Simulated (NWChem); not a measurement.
Species: SiBr2, singlet; SMILES Br[Si]Br

```xyz
3

Si     0.0000     0.0000     1.1806
Br     1.7557     0.0000    -0.2361
Br    -1.7557     0.0000    -0.2361
```
Atoms are numbered in this order, from 1.

Low-valent species are run as closed-shell singlets; no triplet was tried in these runs. All runs use the structure optimised with PBE0/def2-SVP.

Symmetry labels are those of C2v in the frame above (b1 and b2, or b-type labels, depend on it).

Task: List the 4 lowest vertical singlet excitations from CAM-B3LYP/def2-SVPD, TDA (NWChem).

Result: 
```
state  energy (eV)  oscillator strength  symmetry  leading excitation (squared amplitude)
-----  -----------  -------------------  --------  --------------------------------------
S1            3.53                0.023        b2                      HOMO → LUMO (0.98)
S2            4.20                0.000        a2                    HOMO−1 → LUMO (0.99)
S3            5.05                0.040        b1                    HOMO−2 → LUMO (0.89)
S4            5.57                0.009        b2                    HOMO−4 → LUMO (0.98)
```
